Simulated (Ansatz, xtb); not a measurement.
**A geometry optimisation of FGaGeH3N with r2SCAN-D4/def2-SVP**

The starting geometry of this gas-phase singlet was built from a drawn formula by distance geometry; its bonds are those of `[NH2][GaH][Ge][F]`.

```xyz
7

F     1.7889    1.7211    2.1847
Ga   -0.9080    1.1437    0.2460
Ge    1.7273    1.1664    0.5291
N    -1.2391   -0.6937    0.3395
H    -1.3399   -1.0251    1.2771
H    -0.5913   -1.3752   -0.1444
H    -1.4930    1.7745   -1.0113
```

**Question.** Predict what it relaxes into with r2SCAN-D4/def2-SVP.

**Answer.** It keeps its bonds, and is `[NH2][GaH][Ge][F]`.

The energy falls by 1.17 eV over 21 steps:

| step | E − E(last) (eV) |
| --- | --- |
| 1 | 1.174 |
| 3 | 0.691 |
| 5 | 0.475 |
| 8 | 0.176 |
| 10 | 0.072 |
| 12 | 0.054 |
| 14 | 0.039 |
| 17 | 0.005 |
| 19 | 0.001 |
| 21 | 0.000 |

Final geometry (Å):

```xyz
7

F     1.4414    0.5667    2.0344
Ga   -0.5293    1.0880   -0.2895
Ge    1.5181    1.9860    0.9611
N    -0.9403   -0.4784    0.5434
H    -0.3798   -0.7932    1.3319
H    -1.6939   -1.1242    0.3278
H    -1.4714    1.4667   -1.4882
```

From the same start GFN2-xTB ends elsewhere, differing in Ga2–N4 (3.74 against 1.82 Å here), Ge3–N4 (1.81 against 3.51 Å here).

No frequencies were run, so the end isn't proven a minimum. Run with Ansatz 0.2.0, 29 s on 2 threads of Intel(R) Xeon(R) 6975P-C (Granite Rapids), with other jobs on the host.
